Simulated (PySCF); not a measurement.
Job file and geometry (Å, from GFN2-xTB) of an NMR shielding run on `N1=CSN=C1CCOC`, C5H8N2OS, GIAO PBE0/pcSseg-1 NMR shielding, non-relativistic, gas phase (PySCF); density fitting, a coarse starting grid and PySCF grid level 2 are the driver's defaults:

```
$ OMP_NUM_THREADS=1 python probes_run.py task.json out

{"job": {"kind": "nmr", "xc": "PBE0", "basis": "pcSseg-1"}, "charge": 0, "multiplicity": 1}
C     -2.821591     0.042050    -0.676219
O     -2.190901    -0.684415     0.349638
C     -0.891794    -0.255209     0.661420
C      0.162108    -0.669154    -0.385782
C      1.511361    -0.243723     0.061990
N      1.874738     1.062087     0.013068
C      3.070026     1.195277     0.473991
S      3.747725    -0.316041     0.974924
N      2.382353    -1.092302     0.542063
H     -2.829613     1.115889    -0.452664
H     -3.844893    -0.325421    -0.723424
H     -2.341605    -0.114190    -1.648414
H     -0.863027     0.837282     0.787790
H     -0.652680    -0.731467     1.615911
H     -0.057089    -0.182269    -1.337187
H      0.141760    -1.751432    -0.509453
H      3.596125     2.125068     0.541363
```

**Question.** What does the program print?

**Answer.** 
```
coarse grid: 15224 points
cycle   1  E = -777.4580212962  dE =  1.596e+00  |g| = 6.257e-01  |ddm| = 3.890e+00
cycle   2  E = -777.3576527421  dE =  1.004e-01  |g| = 9.529e-01  |ddm| = 1.457e+00
cycle   3  E = -777.5350678253  dE = -1.774e-01  |g| = 1.140e-01  |ddm| = 9.449e-01
cycle   4  E = -777.5370122700  dE = -1.944e-03  |g| = 6.671e-02  |ddm| = 1.312e-01
cycle   5  E = -777.5380024181  dE = -9.901e-04  |g| = 1.750e-02  |ddm| = 6.737e-02
cycle   6  E = -777.5380616607  dE = -5.924e-05  |g| = 6.169e-03  |ddm| = 1.761e-02
cycle   7  E = -777.5380686002  dE = -6.940e-06  |g| = 2.585e-03  |ddm| = 6.224e-03
final grid: 143960 points
cycle   8  E = -777.6025552048  dE = -4.275e-05  |g| = 1.176e-02  |ddm| = 3.126e-02
cycle   9  E = -777.6025254717  dE =  2.973e-05  |g| = 1.707e-02  |ddm| = 1.934e-02
cycle  10  E = -777.6025823175  dE = -5.685e-05  |g| = 1.918e-03  |ddm| = 1.286e-02
cycle  11  E = -777.6025831273  dE = -8.099e-07  |g| = 5.509e-04  |ddm| = 1.955e-03
cycle  12  E = -777.6025831931  dE = -6.574e-08  |g| = 2.096e-04  |ddm| = 6.645e-04
cycle  13  E = -777.6025832027  dE = -9.606e-09  |g| = 6.409e-05  |ddm| = 2.299e-04
cycle  14  E = -777.6025832033  dE = -6.601e-10  |g| = 3.163e-05  |ddm| = 6.817e-05
cycle  15  E = -777.6025832036  dE = -2.440e-10  |g| = 4.645e-06  |ddm| = 3.182e-05
converged SCF energy = -777.6025832036

GIAO shielding tensors (ppm)
atom      isotropic    diamagn.    paramagn.     s11        s22        s33       span
  0 C      127.904     244.899    -116.995     91.034    110.045    182.632     91.598
  1 O      310.201     392.838     -82.637    262.428    313.966    354.209     91.780
  2 C      110.689     246.759    -136.070     78.349     91.609    162.110     83.761
  3 C      152.052     247.458     -95.406    128.314    151.929    175.913     47.599
  4 C        9.576     254.442    -244.866    -57.741      9.907     76.563    134.304
  5 N      -75.094     327.990    -403.085   -333.186   -113.077    220.980    554.166
  6 C        7.108     258.335    -251.226    -91.964      5.850    107.440    199.404
  7 S       66.545    1056.985    -990.439   -153.775    150.361    203.050    356.826
  8 N      -41.626     324.744    -366.370   -247.604    -84.952    207.679    455.283
  9 H       28.539      29.140      -0.601     25.470     25.722     34.425      8.955
 10 H       27.767      27.317       0.450     23.698     25.569     34.036     10.338
 11 H       27.904      29.898      -1.995     24.068     26.423     33.220      9.152
 12 H       27.910      32.129      -4.219     22.769     29.616     31.345      8.576
 13 H       27.573      30.818      -3.245     22.477     29.150     31.092      8.616
 14 H       27.876      31.688      -3.811     24.519     27.728     31.382      6.863
 15 H       28.462      30.946      -2.484     23.475     28.909     33.004      9.529
 16 H       22.333      29.541      -7.208     19.924     20.752     26.324      6.400
```

**Question.** Turn these shieldings into chemical shifts. Shifts are taken against calculated references (same method and geometry level): 13C (σref 186.93), 1H (σref 31.72) against TMS; 17O (σref 336.08) against H2O; 15N (σref 267.73) vs NH3; 33S (σref 503.73) vs CS2.

**Answer.** Averaging equivalent atoms: C 6: 179.8; C 4: 177.3; C 2: 76.2; C 0: 59.0; C 3: 34.9; O 1: 25.9; N 5: 342.8; N 8: 309.4; S 7: 437; H 16: 9.38; H 12/13: 3.98; H 9/10/11: 3.65; H 14/15: 3.55 ppm. Experimental scales use liquid or dissolved standards, which lie at an offset from isolated NH3 (liquid NH3: subtract about 20 ppm) and H2O (liquid H2O: subtract about 36 ppm). Unscaled 15N shifts of sp2 nitrogen come out 20 to 40 ppm too high even then.

Size and cost of the density-fitted run: 200 basis functions, 2.4 min wall time (110 s CPU) on 1 thread of an Intel Xeon, shared host; peak memory 0.87 GiB.
